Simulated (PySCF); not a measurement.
# A small calculation by hand: dipole moment from atomic charges

GaHCl2, SMILES [Cl][GaH][Cl]. Atoms are numbered in the order given.

```xyz
4

Ga     0.0000     0.0000    -0.5653
H      0.0000     0.0000    -2.1060
Cl     0.0000     1.7905     0.5774
Cl     0.0000    -1.7905     0.5774
```

Geometry optimised at ωB97X-D3(BJ)/def2-TZVP.

Charges (e) from ωB97X/def2-TZVPD run with PySCF:

| atom | IAO | ESP fit |
|---|---|---|
| Ga1 | 0.751 | 0.599 |
| H2 | -0.130 | -0.102 |
| Cl3 | -0.310 | -0.249 |
| Cl4 | -0.310 | -0.249 |

The dipole moment of the full density is 1.79 D.

Task: What dipole moment does each set of point charges give, and which comes closer to that of the density?

Result: 
μ = Σ q r, and 1 e Å = 4.8032 D.
IAO: Σ q r = (0.000, 0.000, -0.509) e Å, |μ| = 2.44 D.
ESP fit: Σ q r = (0.000, 0.000, -0.411) e Å, |μ| = 1.98 D.
ESP fit comes closer in size. Point charges leave out the atoms' own dipoles (lone pairs, polarised bonds); fits to the potential absorb them, partitions of the density don't.
